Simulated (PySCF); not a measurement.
**What the low excited states add to the polarisability**

Species: C₅H₆FNSi.
Atom-mapped SMILES: `[CH3:1][C@H:2]1[SiH2:3][C:4]([F:5])=[C:6]1[C:7]#[N:8]` (hydrogens: H9, H10, H11 on C1; H12 on C2; H13, H14 on Si3)

Level of theory: TDDFT CAM-B3LYP/def2-SVPD, vertical, gas phase, core orbitals frozen in the response (PySCF 2.14.0, density-fitted response routines). Geometry: GFN2-xTB; no solvent, vibrations or thermal averaging.

Computed singlets:

```
state  E (eV)       f
   S1    5.74   0.234
   S2    5.96  0.0058
   S3    6.16  0.0018
   S4    6.59  0.0037
   S5    6.77  0.0072
   S6    7.24   0.087
   S7    7.31   0.084
   S8    7.44  0.0095
```

Q: How much of the mean static polarisability do these states give, one by one?

A: Each state adds f / ΔE² (ΔE in hartree, 27.2114 eV).

| state | f/ΔE² (au) | running sum (au) | running share of α (%) |
| --- | --- | --- | --- |
| S1 | 5.26 | 5.26 | 6.0 |
| S2 | 0.12 | 5.39 | 6.1 |
| S3 | 0.04 | 5.42 | 6.2 |
| S4 | 0.06 | 5.48 | 6.2 |
| S5 | 0.12 | 5.60 | 6.4 |
| S6 | 1.23 | 6.83 | 7.8 |
| S7 | 1.16 | 7.99 | 9.1 |
| S8 | 0.13 | 8.12 | 9.2 |

The full response gives 87.98 au (13.04 Å³), so 79.9 au comes from the higher roots of the same equations.

Q: By how much does the contribution of these states grow at 1064 nm?

A: With ω = 0.0428 hartree each state's term in the mean polarisability goes from f / ΔE² to f / (ΔE² − ω²); the sum over all 8 states goes from 8.12 to 8.43 au, a rise of 0.30 au.

The largest single term belongs to S1, which also has the largest f.

A one-level model with all 42 active electrons at a single energy would need ΔE = √(N/α) = 18.8 eV to give this α, against S1 at 5.74 eV.
